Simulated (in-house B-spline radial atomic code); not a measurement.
A calculation on N⁵⁺: its settings, and results tabulated from the run. All numbers are computed (scalar-relativistic (X2C) TPSSh, spin-polarised, spherical fractional occupations, exact exchange averaged over the configuration; Fermi nucleus of rms radius 2.5582 fm) with a radial B-spline atomic code at the basis-set limit, not measured.

Command:
```bash
python run_scf.py task.json out
```
Settings (nuclear radius in fm, mass in u):
```
Z                7
configuration    1s2
hamiltonian      x2c
method           tpssh
spin_polarised   True
nucleus          fermi
rms_radius       2.5582
atomic_mass      14.00307
speed_of_light   137.035999084
exact_exchange   averaged over the configuration
```

Output (hartree, bohr):
```
 radial grid: 64 intervals, B-splines of order 8, outer radius 5.2632 bohr

 iter        energy (Eh)    residual
    1         -44.813809    1.60e-02
    2         -44.814456    3.25e-04
    3         -44.814456    1.51e-04
    4         -44.814456    7.01e-05
    5         -44.814456    5.28e-06
    6         -44.814456    4.50e-08

 total energy                       -44.81446
 kinetic                              44.8201
 electron-nucleus                    -93.7371
 Hartree                               8.3101
 exact exchange                       -0.4155
 exchange-correlation                 -3.7921

 orbital      occ     eigenvalue          <r>       <r^2>       <1/r>       r_max
 1s up      1.000       -19.0482     0.226533    0.069078     6.70312      0.1478
 1s down    1.000       -19.0482     0.226533    0.069078     6.70312      0.1478

 Slater integrals (Eh)
   F0(1s up,1s up)               4.155056
   F0(1s up,1s down)             4.155056
   F0(1s down,1s down)           4.155056
```

Run time, properties included: 0.23 s on 1 thread of Arm Neoverse N1 (shared host).
